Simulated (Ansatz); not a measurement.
Stepwise reaction of `[F][Nb]([Cl])([Cl])([Cl])[Cl]` with hydrogen fluoride, as a gas-phase model of exchange steps in deposition or etching. ΔE in kJ/mol; ΔG adds harmonic PBE0-D4 terms to CCSD(T)/CBS, at 1 bar.

Gas-phase electronic energies from Ansatz, PBE0-D4/def2-TZVP geometries. CCSD(T)/CBS is the MP2 limit (def2-TZVPP, def2-QZVPP) plus CCSD(T) − MP2 in def2-TZVPP, frozen cores. This one scheme is used for every species. Functionals use def2-TZVPP. B3LYP here is the variant with VWN-RPA as its local correlation; programs differ in this. def2 core potentials past Kr. For Nb outer-core shells are correlated without core-valence functions, which leaves a few kJ/mol of doubt a bond.

```csv
step,reaction,PBE-D4,B3LYP-D4,ωB97M-V,CCSD(T)/CBS,ΔG(500 K)
1,`[F][Nb]([Cl])([Cl])([Cl])[Cl]` + H–F → `[F][Nb]([F])([Cl])([Cl])[Cl]` + HCl,-21.8,-24.1,-28.5,-12.5,-19.5
3,`[F][Nb]([F])([F])([Cl])[Cl]` + H–F → `[F][Nb]([F])([F])([F])[Cl]` + HCl,-28.1,-31.7,-35.2,-22.9,-26.4
4,`[F][Nb]([F])([F])([F])[Cl]` + H–F → `[F][Nb]([F])([F])([F])[F]` + HCl,-25.4,-27.9,-31.0,-19.6,-20.3
```

Task: Give the row of step 2, `[F][Nb]([F])([Cl])([Cl])[Cl]` + H–F → `[F][Nb]([F])([F])([Cl])[Cl]` + HCl. (An estimate is asked.)

Result: Ansatz gave: 
```json
{"step": "2", "reaction": "`[F][Nb]([F])([Cl])([Cl])[Cl]` + H–F → `[F][Nb]([F])([F])([Cl])[Cl]` + HCl", "PBE-D4": "-24.5", "B3LYP-D4": "-27.0", "ωB97M-V": "-32.1", "CCSD(T)/CBS": "-18.2", "ΔG(500 K)": "-27.5"}
```

Task: By hand: ΔE of the 4 steps together at CCSD(T)/CBS.

Result: (-12.5) + (-18.2) + (-22.9) + (-19.6) = -73.2 kJ/mol, or -18.3 kJ/mol a step.

In ΔE step 3 is the lowest and step 1 the highest. All are downhill at CCSD(T)/CBS. ΔG lies between -27.5 and -19.5 kJ/mol a step. PBE-D4 differs from CCSD(T)/CBS by -9.3 to -5.2 kJ/mol a step. Only this route is followed, and other bonds may react first. Isolated molecules leave out the surface, adducts and barriers. Largest T1 diagnostic: 0.021.
